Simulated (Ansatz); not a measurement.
Pd₂H₃, relaxed as a doublet with UKS PBE0-D4/def2-TZVP in Ansatz, starting from the GFN2-xTB geometry. Force threshold 0.02 eV/Å.

In the def2 sets Pd takes a core potential; there is no spin–orbit coupling. The charge 0 doublet is spin-contaminated (final ⟨S²⟩ up to 0.98, 0.75 for a pure state). Another isomer (doublet) lies 1.79 eV lower at PBE0-D4/def2-TZVP; other spin states weren't run for this one.

Start:

Cartesian coordinates in Å:
```
Pd 1.154 -0.255 -0.148
Pd -1.126 0.226 -0.326
H -2.016 0.481 0.937
H 1.865 -0.343 1.244
H 0.122 -0.108 -1.707
```

(1) Estimate the energy that the relaxation releases and the steps that it takes.

(2) Does the start keep its bonding and symmetry?

(3) Predict the relaxed structure.

Results:

(1) 26.1 kJ/mol, in 5 steps; 12 s on 4 threads of Intel Xeon 6975P-C on a shared host. No frequencies were taken in this run, so the end may be a saddle point.

(2) By distances, no bond broke or formed. The bond that changes most is Pd2–H5, from 1.89 to 1.84 Å (atoms count from 1). Point group C2v at the start, C2v at the end, both within 0.05 Å.

(3) 
```
atom    x (Å)    y (Å)    z (Å)
 Pd1   1.2742  -0.2808  -0.1174
 Pd2  -1.2449   0.2534  -0.3196
  H3  -2.2720   0.5289   0.8007
  H4   2.1407  -0.4064   1.1552
  H5   0.1019  -0.0951  -1.5188
```
Bond lengths (bridged metal pairs left out): 4 × H–Pd 1.54 to 1.84 Å.
